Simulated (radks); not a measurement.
Results of a calculation; reference values are marked as such.
Numerical settings for the mercury ion Hg70+, [Ne]. Code: a radial shooting solver on a logarithmic mesh with Libxc functionals. Model: Dirac Kohn-Sham, PBEsol, spin-unpolarised, spherical densities, point nucleus. The defaults (mesh step 0.008 in ln r, mesh end at 40 bohr or more with all orbitals vanishing there, Anderson mixing 0.5 over 9 steps, residual threshold near 1e-9 with the energy settled to 1e-9 hartree or 1e-11 of itself, here a cap of 68 iterations) give E = -13185.5621 hartree and 2p3/2 at -18405.8 eV in 13 iterations. Run on one thread of a shared host, so times are rough (Arm Neoverse N1): 0.06 s of CPU time, 0.06 s wall, 13 iterations on 2476 mesh points. Changes against that run (0 stands for a change within the tolerance of the run):

setting,iterations,converged,E (mhartree),e(2p3/2) (meV),CPU (s)
mesh step in ln r 0.08,68,no,-7.14e+05,-1.49e+06,0.15
mesh step in ln r 0.12,68,no,diverged,-,0.15
mesh step in ln r 0.003,13,yes,0,0,0.13
mesh end (bohr) 12,13,yes,0,0,0.06
mesh end (bohr) 400,13,yes,0,0,0.06
residual threshold 0.001,7,yes,0,-0.203,0.04
residual threshold 1e-13,16,yes,0,0,0.06
mixing 2.5,13,yes,0,0,0.06
"linear mixing, mixing 0.8",16,yes,0,0,0.06
"linear mixing, mixing 0.2",68,no,0,-0.567,0.21
mixing history 2,21,yes,0,0,0.08
iteration cap 5,5,no,0,+63.3,0.02

No run marked as converged misses the energy by more than 1 mhartree. A mesh that ends early acts as a hard wall.
